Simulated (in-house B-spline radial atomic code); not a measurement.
How numerical settings move a run on K, [Ar] 4s1. Computed with an all-electron radial atomic-structure program (B-spline basis): Dirac-Kohn-Sham PBE, spherical fractional occupations, Fermi nucleus of rms radius 3.4349 fm.

Command:
```bash
python run_scf.py task.json out
```
Settings of the sound reference run:
```
Z                19
electrons        19
configuration    [Ar] 4s1
hamiltonian      dirac
method           pbe,pbe
spin_polarised   False
nucleus          fermi
rms_radius       3.4349
mass_number      39
atomic_mass      38.96371
speed_of_light   137.036
knot_spacing     0.22
spline_order     8
gauss_points     12
box_radius       50
max_iterations   70
damping          0.5
damped_steps     3
diis_vectors     10
tolerance        1e-08
start            Thomas-Fermi
```

Cost of the run: 0.7 s on 1 thread of Intel(R) Xeon(R) 6975P-C (shared host).

It converges in 10 iterations to -602.089081 hartree, with 4s1/2 at -2.31896 eV. The other runs change the listed settings, some to values that make no sense; their results aren't properties of the atom or ion. Radii are in bohr (the nuclear one in fm), a minus after a letter asks for a j subshell, and «unchanged» means within 1e-8 hartree. The run stops when the residual is below 10 × tolerance × max(1, Z/10), or a noise floor if that is larger, and the energy moves by less than 1e-8 × √|E| hartree; so very loose and very tight tolerances often act alike.

```tsv
changed settings	outcome
max_iterations = 3	not converged after 3 iterations, last residual 2.8e-02, last energy +4.06e-02 hartree from the reference
diis_vectors = 0	converged in 22 iterations, energy unchanged, 4s1/2 level +3.7e-07 eV
max_iterations = 8	not converged after 8 iterations, last residual 1.1e-05, last energy +4.08e-09 hartree from the reference
box_radius = 7.5	converged in 10 iterations, energy +3.00e-02 hartree from the reference, 4s1/2 level +1.3e+00 eV (the program warns: 4s1/2 reaches the box edge; 3p1/2 reaches the box edge)
box_radius = 3	converged in 8 iterations, energy +1.81e+00 hartree from the reference, 4s1/2 level +4.3e+01 eV (the program warns: 4s1/2 has a positive eigenvalue: unbound, held by the box; 3s1/2 reaches the box edge)
box_radius = 200	converged in 10 iterations, energy unchanged
box_radius = 10	converged in 10 iterations, energy +5.14e-03 hartree from the reference, 4s1/2 level +3.1e-01 eV (the program warns: 4s1/2 reaches the box edge)
box_radius = 2	converged in 8 iterations, energy +1.02e+01 hartree from the reference, 4s1/2 level +1.6e+02 eV (the program warns: 4s1/2 has a positive eigenvalue: unbound, held by the box; 3s1/2 has a positive eigenvalue: unbound, held by the box)
```

Q: What happens with max_iterations = 2?

A: Not converged after 2 iterations, last residual 1.5e-01, last energy +9.51e-01 hartree from the reference.

Q: What happens with box_radius = 5?

A: Converged in 9 iterations, energy +1.98e-01 hartree from the reference, 4s1/2 level +6.7e+00 eV (the program warns: 4s1/2 has a positive eigenvalue: unbound, held by the box; 3s1/2 reaches the box edge).

Q: What happens with box_radius = 25?

A: Converged in 10 iterations, energy +3.57e-08 hartree from the reference, 4s1/2 level +9.8e-06 eV (the program warns: 4s1/2 reaches the box edge).

Q: What happens with box_radius = 15?

A: Converged in 10 iterations, energy +1.30e-04 hartree from the reference, 4s1/2 level +1.4e-02 eV (the program warns: 4s1/2 reaches the box edge).
